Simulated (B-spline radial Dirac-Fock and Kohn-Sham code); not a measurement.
Ionisation energies of zirconium ions, computed and tabulated

Model: multi-electron Dirac-Fock with separately optimised hole states, Breit and Lamb-shift corrections added in first order. Program: a radial B-spline solver. Each value is the difference of the configuration-average energies of two neighbouring ions in their tabulated ground configurations. Correlation energy is missing from these numbers. NIST's values refer to the lowest levels; many for high charge states are themselves semi-empirical or theoretical. Where a p, d or f shell is open in either ion the computed value averages over both j values and all terms, while the table refers to the lowest levels; that difference holds spin-orbit splitting (largest in heavy or highly charged ions), term energies where several electrons share open shells, and correlation, and it can reach 10 % or more.

| ion | configuration | computed (eV) | NIST (eV) | kind | NIST − computed (eV) |
| --- | --- | --- | --- | --- | --- |
| Zr | [Kr] 4d2 5s2 | 5.60 | 6.634126 | measured | +1.03 |
| Zr⁺ | [Kr] 4d2 5s1 | 11.92 | 13.13 | measured | +1.21 |
| Zr²⁺ | [Kr] 4d2 | 21.53 | 23.17 | semi-empirical | +1.64 |
| Zr³⁺ | [Kr] 4d1 | 33.34 | 34.41836 | measured | +1.08 |
| Zr⁴⁺ | [Ar] 3d10 4s2 4p6 | 79.85 | 80.348 ± 0.007 | semi-empirical | +0.50 |
| Zr⁵⁺ | [Ar] 3d10 4s2 4p5 | 96.54 | 96.38 ± 0.04 | semi-empirical | -0.16 |
| Zr⁶⁺ | [Ar] 3d10 4s2 4p4 | 113.9 | 112 ± 2 | theoretical | -1.92 |
| Zr⁷⁺ | [Ar] 3d10 4s2 4p3 | 131.9 | 133.7 ± 0.5 | semi-empirical | +1.76 |
| Zr⁸⁺ | [Ar] 3d10 4s2 4p2 | 150.6 | 153 ± 2.2 | theoretical | +2.41 |
| Zr⁹⁺ | [Ar] 3d10 4s2 4p1 | 169.8 | 172.02 ± 0.05 | semi-empirical | +2.19 |
| Zr¹⁰⁺ | [Ar] 3d10 4s2 | 212.6 | 214.9 ± 0.4 | semi-empirical | +2.31 |
| Zr¹¹⁺ | [Ar] 3d10 4s1 | 235.0 | 236.252 ± 0.025 | measured | +1.24 |
| Zr¹²⁺ | [Ar] 3d10 | 426.7 | 426 ± 3 | theoretical | -0.72 |
| Zr¹³⁺ | [Ar] 3d9 | 474.9 | 470 ± 3 | theoretical | -4.88 |
| Zr¹⁴⁺ | [Ar] 3d8 | 524.7 | 520 ± 3 | theoretical | -4.74 |
| Zr¹⁵⁺ | [Ar] 3d7 | 576.3 | 573 ± 3 | theoretical | -3.28 |
| Zr¹⁶⁺ | [Ar] 3d6 | 629.5 | 622 ± 3 | theoretical | -7.48 |

Question: Where in this range is the largest relative jump, and why?

Answer: From Zr³⁺ (33.34 eV) to Zr⁴⁺ (79.85 eV), a factor of 2.40. The configuration goes from [Kr] 4d1 to [Ar] 3d10 4s2 4p6, so the next electron comes out of a deeper subshell.
